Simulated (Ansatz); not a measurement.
Born–Oppenheimer molecular dynamics of CH₆OSn (9 atoms, charge 0, multiplicity 1). It goes on from the last frame of an earlier run, with new velocities.

The calculation used RKS B3LYP-D4/def2-SVP in Ansatz.

```
ensemble        : NVT, Nosé–Hoover chain
time step       : 0.5 fs
steps asked     : 150
set temperature : 1000 K
thermostat      : time constant 100 fs, chain length 5
seed            : 398665
```

First frame:

```xyz
9
Properties=species:S:1:pos:R:3
Sn -0.045 0.210 -0.274
O 0.417 0.197 1.827
H -0.473 0.462 2.302
H 0.531 1.641 -0.845
C -2.000 0.398 -1.175
H -2.733 0.870 -0.238
H -1.679 1.233 -1.810
H -2.519 -0.389 -1.820
H 0.953 -1.239 -0.489
```

**Question.** How far do the bonds stretch over the last three quarters of this one trajectory? (Pairs bonded in most of those frames.)

**Answer.** 
| bond | mean (Å) | spread (Å) | shortest | longest |
| --- | --- | --- | --- | --- |
| Sn1–O2 | 2.076 | 0.133 | 1.85 | 2.24 |
| Sn1–H4 | 1.739 | 0.072 | 1.63 | 1.84 |
| Sn1–C5 | 2.175 | 0.031 | 2.11 | 2.20 |
| Sn1–H9 | 1.752 | 0.043 | 1.69 | 1.83 |
| O2–H3 | 0.978 | 0.043 | 0.91 | 1.04 |
| C5–H6 | 1.144 | 0.119 | 0.95 | 1.32 |
| C5–H7 | 1.105 | 0.024 | 1.05 | 1.16 |
| C5–H8 | 1.108 | 0.026 | 1.06 | 1.17 |

Mean temperature of the second half: 1198 K. The conserved energy stayed within 1.3 meV per atom of its start (net change -0.69 meV per atom), so the integration is sound. The mean temperature of the second half is 20 % above the set value. A run of 0.075 ps of so small a system gives no equilibrium averages.

Run time: 9.6 min on 1 thread of Arm Neoverse V1 (shared host), peak memory 0.16 GiB.
